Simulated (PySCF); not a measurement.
Compound: C5H7P3.
Atom-mapped SMILES: `[CH3:1][CH2:2][c:3]1[p:4][cH:5][p:6][cH:7][p:8]1`

NICS is the negative of the GIAO shielding at a point without a nucleus: at the ring centre (0) and 1 Å above and below it (1); zz is the component along the ring normal. Level: GIAO PBE0/pcSseg-1 (PySCF, non-relativistic, gas phase) on the GFN2-xTB geometry, one conformer.

Ring bond lengths (Å), with Mayer bond orders in brackets: C3–P4 1.742 (1.28), P4–C5 1.729 (1.32), C5–P6 1.729 (1.31), P6–C7 1.729 (1.31), C7–P8 1.729 (1.32), P8–C3 1.742 (1.28).

What do the NICS probes read (ppm)?

```json
{"ring": "C3–P4–C5–P6–C7–P8", "type": "6-membered ring with 3 P; formal bonds all aromatic", "NICS(0)": "-6.1", "NICS(1), two faces": "-9.8 / -9.6", "NICS(1)zz, two faces": "-23.9 / -23.1", "rms pucker (Å)": "0.00", "centre to ring atoms, mean (Å)": "1.72"}
```

What do they say, and how far can they be read as aromaticity?

- C3–P4–C5–P6–C7–P8: mean NICS(1)zz -23.5 ppm, shielded.

What does the geometric index give? HOMA = 1 − mean of α(R − Ropt)² over the ring bonds, with Krygowski's 1993 parameters (CP: Ropt 1.698 Å, α 118.91 Å⁻²).

- C3–P4–C5–P6–C7–P8: HOMA 0.85; the largest term is that of P8–C3, α(R − Ropt)² = 0.23.

Time: 22 s of wall time (grids of density and orbitals included); peak memory 0.88 GiB. Hardware: AMD EPYC 9R45, one thread, shared host. This is the whole shielding run at PBE0/pcSseg-1, SCF included.

Shape of the structure used: `[CH3:1][CH2:2][c:3]1[p:4][cH:5][p:6][cH:7][p:8]1`: C1–C2–C3–P4 89°.
